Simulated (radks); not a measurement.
Problem. Coherent X-ray form factor from a spherical all-electron density. All-electron calculation, scalar-relativistic Kohn-Sham, PBE, spin-polarised, spherical densities, finite nucleus; Fermi nuclear charge, rms radius of each element as measured or else 0.836 A^(1/3) + 0.57 fm. Program: a radial shooting solver on a logarithmic mesh with Libxc functionals.

sin(theta)/lambda (1/angstrom),f0 (electrons)
0.05,29.562
0.1,28.382
0.15,26.757
0.2,24.964
0.25,23.165
0.3,21.426
0.4,18.199
0.5,15.368
0.6,12.994
0.8,9.635
1,7.725
1.25,6.438
1.5,5.619
2,4.250

The species is in the configuration that NIST lists as its ground one. Which atom or ion scatters so?

Solution. The gallium ion Ga+, [Ar] 3d10 4s2. Extrapolating in s^2 from the first two rows gives f0(0) = 30.0, near the electron count 30; among species with that count, the fall with angle is slower the higher Z, and the table is that of Z = 31; from so few rows the species is fixed only to a neighbour or two.
